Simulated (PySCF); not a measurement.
Ga(Me)2(AsH2) (C2H8AsGa), SMILES [CH3][Ga]([CH3])[AsH2].

The structure is a stationary point at B3LYP-D3(BJ)/def2-SVP. The isomer is the one that the SMILES or the coordinates give; other isomers of the formula were not compared.

Two levels are set side by side: PBE/def2-TZVP (PySCF) and HF/def2-TZVP (PySCF). Same geometry, gas phase. Differences are taken from unrounded values.

| quantity | HF |
|---|---|
| orbital gap (eV) | 10.75 |
| highest occupied level (eV) | -8.89 |
| lowest empty level (eV) | 1.86 |
| dipole moment (D) | 1.48 |
| mean polarisability (bohr³) | 83.8 |

Problem. What does PBE give, and how far is it from HF? (The exact figures need the calculation; the answer reports its results.)

Solution. 
| quantity | PBE | PBE minus HF |
|---|---|---|
| orbital gap (eV) | 3.91 | -6.84 |
| highest occupied level (eV) | -5.67 | 3.22 |
| lowest empty level (eV) | -1.76 | -3.62 |
| dipole moment (D) | 1.27 | -0.21 |
| mean polarisability (bohr³) | 92.2 | 8.4 |

PBE's occupied levels lie high since its potential decays too fast outside the molecule; exact exchange lowers them and widens the gap. Loosely held outer electrons make PBE densities more polarisable. Differences between two approximate levels are no errors against the true value.

Rough cost on one machine, each run with all the roots and properties that it gave: HF against PBE within a factor of 2.
